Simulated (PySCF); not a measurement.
# Energy of Zr²⁺ (zirconium, charge +2) between two integer charges

The 4d alpha orbital of [Kr] 4d2 is emptied in steps (occupation f), with all orbitals relaxed, ending at [Kr] 4d1. All numbers are calculated (PySCF 2.14, scalar relativity through the core potential, in aug-cc-pVDZ-PP with ECP28MDF (5s5p4d2f, 54 functions)). The exact energy is a straight line in f; departures are measured from the line between the end points of the same method.

Among PBE0, r2SCAN, LC-wPBE, which shows the largest delocalisation error (convex curve), and which is closest to linear?

Most convex: r2SCAN (-1.188 eV at f = 0.4); closest to linear: LC-wPBE (-0.238 eV).

```tsv
f	PBE0 (eV)	r2SCAN (eV)	LC-wPBE (eV)
1	0.000	0.000	0.000
0.8	-0.605	-0.790	-0.157
0.6	-0.910	-1.187	-0.237
0.4	-0.912	-1.188	-0.238
0.2	-0.608	-0.791	-0.159
0	0.000	0.000	0.000
```

```csv
method,E(f=0) − E(f=1) (eV),−ε at f=1 (eV),−ε at f=0.4 (eV)
PBE0,23.319,19.549,24.072
r2SCAN,23.311,18.394,24.302
LC-wPBE,23.249,22.272,23.444
```

Reference removal energy between the ground levels: 23.170 eV (semi-empirical (NIST evaluation); NIST Atomic Spectra Database, ionization energies). The calculation has no spin-orbit coupling.
